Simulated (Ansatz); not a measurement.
Basis-set extrapolation for `[AlH2][C]1([SiH3])BC1` (PBE0-D4/def2-TZVP geometry, frozen core, Ansatz 0.2.0). Multiplicity 1, RHF reference.

```
                      def2-TZVPP   def2-QZVPP
                 HF  -635.923840  -635.944879
    MP2 correlation    -0.640455    -0.682398
CCSD(T) correlation    -0.727529      not run
```

Energies in hartree. Use E(X) = E(∞) + A·exp(−7.88·√X) for Hartree–Fock and E(X) = E(∞) + B·X^(−2.97) for correlation, with X = 3 and 4, and add CCSD(T) minus MP2 of the smaller set to the MP2 limit.

**Question.** What is the CCSD(T) energy at the basis-set limit?

**Answer.** HF limit: -635.944879 + (-0.021039) × 0.13774 = -635.94778. MP2 limit: -0.682398 + (-0.041943) × 0.74074 = -0.71347. Higher-order term: -0.727529 − (-0.640455) = -0.08707. Total: -636.74832 hartree, 254.5 kJ/mol below CCSD(T)/def2-TZVPP.
